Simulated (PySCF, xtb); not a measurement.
C3H5BO2, SMILES C=C1OCB1O.

The structure is a stationary point at PBE0-D3(BJ)/def2-SVP. The structure was generated by enumeration, and PubChem lists no compound with its InChIKey, so it may never have been made. Other conformers were not sampled.

Calculation: C-PCM-M06-2X/def2-SVP run with PySCF 2.14.0.

The values are the electrostatic part of the solvation free energy, E(continuum) − E(gas) at the gas-phase geometry, in a cavity of scaled van der Waals radii (PySCF's table); cavitation and dispersion terms are not included. In vacuum the orbital gap is 7.66 eV. The dipole moment in vacuum is 3.22 D.

Computed values in water (ε = 78.36), N,N-dimethylformamide (ε = 37.22), methanol (ε = 32.61):
| solvent | ε | ΔG(elec) (kcal/mol) | dipole (D) | gap (eV) |
|---|---|---|---|---|
| water | 78.36 | -7.7 | 4.04 | 7.88 |
| N,N-dimethylformamide | 37.22 | -7.6 | 4.02 | 7.87 |
| methanol | 32.61 | -7.6 | 4.02 | 7.87 |

For comparison, GFN2-xTB/ALPB(water) (xtb, at the GFN2-xTB geometry, all terms of that model) gives -7.2 kcal/mol.
